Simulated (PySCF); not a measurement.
# Working out the ionisation energy of Ca⁺

Ca⁺ [Ar] 4s1 (2S) → Ca²⁺ [Ar] (1S). Calculation: PySCF 2.14, in def2-TZVPPD; no relativity, point nucleus. Frozen: [Ne]. Energies in hartree (1 hartree = 27.21139 eV):

```
             part  Ca⁺ (lower)  Ca²⁺ (upper)
              UHF  -676.557684   -676.141852
MP2 opposite-spin    -0.122826     -0.114927
    MP2 same-spin    -0.051179     -0.044492
```

Question: What does Hartree-Fock give?

Answer: (-676.141852) − (-676.557684) = 0.415832 hartree = 11.315 eV.

Question: What do MP2 and SCS-MP2 (6/5 opposite-spin, 1/3 same-spin) give?

Answer: The opposite-spin parts differ by 0.215 eV and the same-spin parts by 0.182 eV. MP2: 11.315 + (0.215) + (0.182) = 11.712 eV. SCS-MP2: 11.315 + 1.2 × (0.215) + (0.182)/3 = 11.634 eV.

Measured between the centres of the two terms (NIST): 11.872 eV, so MP2 (valence and next inner shell) is off by -0.160 eV.

The calculation is non-relativistic.

What remains against the reference includes basis incompleteness, the frozen core and correlation beyond second order.
